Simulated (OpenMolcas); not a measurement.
**Ti, Zr, Hf: d² s² down the group**

```json
{
 "Program": "OpenMolcas 26.06",
 "Method": "MS-RASPT2, IPEA 0.25 Eh, imaginary shift 0.1 Eh",
 "Basis": "ANO-RCC-VTZP",
 "Scalar Hamiltonian": "DKH2, point nucleus",
 "Spin-orbit coupling": "state interaction with AMFI integrals over the reference wave functions, term energies averaged over their components"
}
```

Active space for each ion: 4 electrons in 9 orbitals (RAS2 d s; RAS3 p, at most 2 electrons); closed shells correlated by CASPT2: Ti 3s 3p; Zr 4s 4p; Hf 5s 5p.

Computed levels in cm-1 above ³F₂:

```csv
Level,Ti,Zr,Hf
³F₃,144,497,2300
³F₄,330,1076,4430
¹D₂,5820,3490,5330
³P₀,7360,3530,5190
³P₁,7410,3690,6180
³P₂,7520,4330,8630
¹G₄,9010,7680,10980
weight of ³F in the lowest level (%),100,99,91
```

Mixed levels, with the weight of the term that names them: Ti ¹G₄ (75 %), Zr ¹D₂ (56 %), Zr ³P₂ (56 %), Hf ¹D₂ (53 %), Hf ³P₂ (59 %).

Measured, with the error of the calculation in %. Measured levels: Ti, Zr, Hf from NIST Handbook of Basic Atomic Spectroscopic Data.

```csv
Level,Ti,Zr,Hf
³F₃,170 (-15.4),570 (-12.9),2357 (-2.4)
³F₄,387 (-14.7),1241 (-13.3),4568 (-3.0)
¹D₂,7255 (-19.8),,
³P₀,8437 (-12.7),4197 (-16.0),5522 (-6.0)
³P₁,8492 (-12.7),4376 (-15.8),6573 (-6.0)
³P₂,8602 (-12.6),,8984 (-3.9)
¹G₄,12118 (-25.6),8057 (-4.7),10533 (+4.2)
```

The fine-structure level ³F₄ changes by a factor of 13.4 from Ti to Hf.

Without spin-orbit coupling ¹D lies 5640, 3170, 3300 cm-1 above ³F in that order; the difference to the level ¹D₂, of either sign, comes from spin-orbit coupling, which also lowers the zero.

CASPT2 does not keep the components of a term degenerate, so their means are used; among the terms shown or strongly mixed into the levels shown the widest spread is 2600 cm-1 (3d² 4s² ³F, Ti). Over all roots computed the reference weight is 0.85 to 0.93 in Ti; the roots of lowest weight are the least certain, and an intruder state may touch them. Some high roots are left out of the spin-orbit mixing, which shifts the levels that they would mix with. Terms from blocks run as CI alone lack orbitals of their own. Configurations are named by rounded mean occupations; where the s occupation lies near a half they are strongly mixed, a name can repeat and a true partner stay unpaired (holds for Ti; Zr). The CASPT2 spread within a term exceeds the gap to the next term for 3d² 4s² ³P and 3d² 4s² ¹G, so the order of their levels is uncertain (holds for Ti). Some terms miss by over 15 % even with CASPT2, which points to a basis or an active space too small for the shells correlated (holds for Ti; Zr). Computed and measured levels are paired by configuration, term and J; levels that our copy of the source lacks, or whose pairing is in doubt (as where it misses far off the trend of its configuration), stay unpaired and out of the deviations. Levels of configurations outside the active space are missing.
